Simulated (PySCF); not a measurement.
C$_{2}$H$_{6}$ClSn, doublet, at a GFN2-xTB geometry (such geometries of metal compounds can be far from the true shape) (the spin is typed, not shown lowest) (core potentials on Sn); M062X/def2-SVP (PySCF).

The PySCF input:
```python
from pyscf import gto, scf, dft

mol = gto.Mole()
mol.atom = '''
    Sn   -0.32957796    0.23602977    0.25975969
    C    -1.64327838   -1.40306982   -0.73696367
    H    -1.11988894   -1.66663730   -1.64973902
    H    -2.62897012   -1.01339805   -0.96369662
    H    -1.72080176   -2.26965413   -0.08994682
    C     0.20993063    1.84047730   -1.33415105
    H     0.52437768    1.27617614   -2.20544543
    H     1.02468414    2.46197206   -0.98026560
    H    -0.65419935    2.45088516   -1.56934430
    Cl    1.74434016   -0.92148691    0.40571420
'''
mol.basis = 'def2-svp'
mol.ecp = {'Sn': 'def2-svp'}
mol.spin = 1
mol.verbose = 5
mol.build()

mf = dft.UKS(mol)
mf.xc = 'm062x'
mf.kernel()
```

What the program printed (banner, timings and long lists left out):

```
PySCF version 2.14.0

[INPUT] verbose = 5
[INPUT] max_memory = 4000
[INPUT] num. atoms = 10
[INPUT] num. electrons = 57
[INPUT] charge = 0
[INPUT] spin (= nelec alpha-beta = 2S) = 1
[INPUT] symmetry False subgroup None
[INPUT] Mole.unit = angstrom
[INPUT] Symbol           X                Y                Z      unit          X                Y                Z       unit  Magmom
[...]
[INPUT] ---------------- BASIS SET ----------------
[INPUT] l, kappa, [nprim/nctr], expnt,             c_1 c_2 ...
[INPUT] Cl
[...]
                                1571.7365221      0.014754727977
                                357.12065523      0.066679112875
                                100.25185935      0.17228924084
                                30.812727554      0.158837861
[...]
                                5.7045760975      0.60841752753
                                2.3508376809      0.54352153355
[...]
                                72.102015515      -0.063563355471
                                22.532680262      -0.24016428276
                                7.8991765444      -0.47798866557
                                2.8767268321      -0.38515850005
[...]
[INPUT] C
[...]
                                186.29004992      0.040638409211
                                42.251176346      0.18025593888
                                11.676557932      0.46315121755
                                3.5930506482      0.44087173314
[...]
                                2.0103545142      0.21117025112
                                0.54771004707     0.51328172114
[...]
[INPUT] H
[...]
                                1.9622572         0.13796524
                                0.44453796        0.47831935
[...]
[INPUT] Sn
[...]
                                23.661818008      -0.1677606503
                                19.946281315      0.33989090393
                                6.8240270454      -0.84441791529
                                1.8771488722      0.92646952846
                                0.82033199226     0.5309109449
[...]
                                1.3672524155      0.22980877714
[...]
                                8.8171842499      -0.32351709661
                                1.2347028371      0.83846760898
                                0.57869142617     0.2329497705
[...]
                                20.852179275      -0.0068210073667
                                3.6907832774      0.27938420495
                                1.584940453       0.52607409874
                                0.62772693365     0.36149465348
[...]
nuclear repulsion = 241.384392820932
number of shells = 48
number of NR pGTOs = 187
number of NR cGTOs = 102
basis = def2-svp
ecp = {'Sn': 'def2-svp'}

******** <class 'pyscf.dft.uks.UKS'> ********
method = UKS
initial guess = minao
damping factor = 0
level_shift factor = 0
DIIS = <class 'pyscf.scf.diis.CDIIS'>
diis_start_cycle = 1
diis_space = 8
diis_damp = 0
SCF conv_tol = 1e-09
SCF conv_tol_grad = None
SCF max_cycles = 50
direct_scf = True
direct_scf_tol = 1e-13
number electrons alpha = 29  beta = 28
XC library pyscf.dft.libxc version 7.1.2
    S. Lehtola, C. Steigemann, M. J. T. Oliveira, and M. A. L. Marques,  SoftwareX 7, 1–5 (2018)
XC functionals = m062x
    Y. Zhao and D. G. Truhlar,  Theor. Chem. Acc. 120, 215 (2008)
    Y. Zhao and D. G. Truhlar,  Theor. Chem. Acc. 120, 215 (2008)
radial grids:
    Treutler-Ahlrichs [JCP 102, 346 (1995); DOI:10.1063/1.469408] (M4) radial grids

becke partition: Becke, JCP 88, 2547 (1988); DOI:10.1063/1.454033
pruning grids: <function nwchem_prune>
grids dens level: 3
symmetrized grids: False
atomic radii adjust function: <function treutler_atomic_radii_adjust>
small_rho_cutoff = 0
Set gradient conv threshold to 3.16228e-05
Density of valence part of ANO basis will be used as initial guess for Sn
atom Sn rad-grids = 95, ang-grids = [ 50  50  50  50  50  50  50  50  50  50  50  50  50  50  50  50  50  50
[...]
nelec by numeric integration = [28.99999182 27.99999189]
E1 = -1598.8567422948786  E2 = 603.4710737846198  Ecoul = 662.7517513687952  Exc = -59.28067758417551
cycle= 13 E= -754.001275689326  delta_E= -3.35e-10  |g|= 6.82e-06  |ddm|= 4.36e-05
  alpha mo_energy =
[-1.02593905e+02 -1.05570029e+01 -1.05569777e+01 -9.76251289e+00
 -7.48829933e+00 -7.48453833e+00 -7.48370308e+00 -5.34430011e+00
 -3.66021593e+00 -3.65851752e+00 -3.65415362e+00 -1.17373219e+00
 -1.17043153e+00 -1.16687542e+00 -1.16593463e+00 -1.16457455e+00
 -8.65866664e-01 -7.74207997e-01 -7.65753729e-01 -5.23003569e-01
 -4.78771410e-01 -4.75860334e-01 -4.72520069e-01 -4.69917326e-01
 -3.80305780e-01 -3.70461966e-01 -3.63956078e-01 -3.26988738e-01
 -2.67552276e-01  2.33287632e-02  5.04419724e-02  6.11970768e-02
  1.08529250e-01  1.51863710e-01  1.57559326e-01  1.65342914e-01
  1.79876987e-01  1.95679683e-01  2.50726908e-01  2.87141581e-01
  3.05352932e-01  3.07941038e-01  3.42321569e-01  3.49587833e-01
  3.85035399e-01  5.08409363e-01  5.18443795e-01  5.48439746e-01
  5.55525373e-01  5.80674152e-01  6.08200562e-01  6.23592134e-01
  6.66986528e-01  7.03639547e-01  7.23999662e-01  7.26371373e-01
  7.28553058e-01  7.46715541e-01  7.53663433e-01  7.61120410e-01
  8.86225951e-01  8.88588404e-01  8.95076394e-01  9.01742431e-01
  9.14123695e-01  9.20427539e-01  9.77971352e-01  1.04383659e+00
  1.04412833e+00  1.23793466e+00  1.26540393e+00  1.27011585e+00
  1.31242400e+00  1.34978292e+00  1.57279253e+00  1.57301982e+00
  1.73939633e+00  1.75654480e+00  1.75996797e+00  1.76850091e+00
  1.77034774e+00  1.79996507e+00  1.99772243e+00  1.99915074e+00
  2.00785820e+00  2.01371350e+00  2.19200900e+00  2.20093402e+00
  2.44905159e+00  2.45282701e+00  2.46081446e+00  2.46250635e+00
  2.72247514e+00  2.72768340e+00  2.92517323e+00  2.93152351e+00
  2.93640992e+00  2.94696667e+00  1.46639231e+01  1.49716819e+01
  1.50817425e+01  5.16907559e+01]
  beta  mo_energy =
[-1.02593078e+02 -1.05554512e+01 -1.05554247e+01 -9.76222265e+00
 -7.48712154e+00 -7.48347852e+00 -7.48313131e+00 -5.34189170e+00
 -3.65861891e+00 -3.65482605e+00 -3.65352386e+00 -1.17047346e+00
 -1.16593511e+00 -1.16462351e+00 -1.16247768e+00 -1.16119006e+00
 -8.61191179e-01 -7.67414919e-01 -7.59863809e-01 -4.96872632e-01
 -4.73069534e-01 -4.71535197e-01 -4.69566883e-01 -4.65986251e-01
 -3.65750448e-01 -3.65240660e-01 -3.55035899e-01 -3.08531040e-01
 -1.04507067e-01  2.70255130e-02  5.66599742e-02  5.73896538e-02
  1.04020436e-01  1.55378562e-01  1.57123266e-01  1.65512441e-01
  1.81393870e-01  1.95605398e-01  2.37399393e-01  2.75503450e-01
  2.91450405e-01  3.08226784e-01  3.46058612e-01  3.56615688e-01
  3.99828182e-01  5.08582045e-01  5.20605852e-01  5.46848022e-01
  5.54574636e-01  5.84743586e-01  6.13101748e-01  6.25815852e-01
  6.79314950e-01  7.06226723e-01  7.25378493e-01  7.29439627e-01
  7.32848238e-01  7.46595565e-01  7.58124684e-01  7.64848811e-01
  8.88998544e-01  8.90970956e-01  8.98937704e-01  9.01810377e-01
  9.17985130e-01  9.20157083e-01  9.80164261e-01  1.04279842e+00
  1.04659488e+00  1.24328465e+00  1.27001162e+00  1.27456577e+00
  1.31382788e+00  1.35195648e+00  1.57397224e+00  1.57423439e+00
  1.74339182e+00  1.75872381e+00  1.76188020e+00  1.77051600e+00
  1.77238159e+00  1.80293648e+00  2.00188351e+00  2.00356925e+00
  2.01224884e+00  2.01798924e+00  2.19721264e+00  2.20619130e+00
  2.45675051e+00  2.46085074e+00  2.46868464e+00  2.47030913e+00
  2.72886023e+00  2.73410684e+00  2.93169409e+00  2.93747219e+00
  2.94236668e+00  2.95349488e+00  1.46672532e+01  1.49735149e+01
  1.50828584e+01  5.16905868e+01]
multiplicity <S^2> = 0.7554136  2S+1 = 2.0054063
nelec by numeric integration = [28.99999182 27.99999189]
E1 = -1598.8567768559644  E2 = 603.4711083456784  Ecoul = 662.7517876700234  Exc = -59.28067932434493
Extra cycle  E= -754.001275689354  delta_E= -2.72e-11  |g|= 6.89e-06  |ddm|= 1.65e-05
converged SCF energy = -754.001275689354  <S^2> = 0.7554136  2S+1 = 2.0054063
```
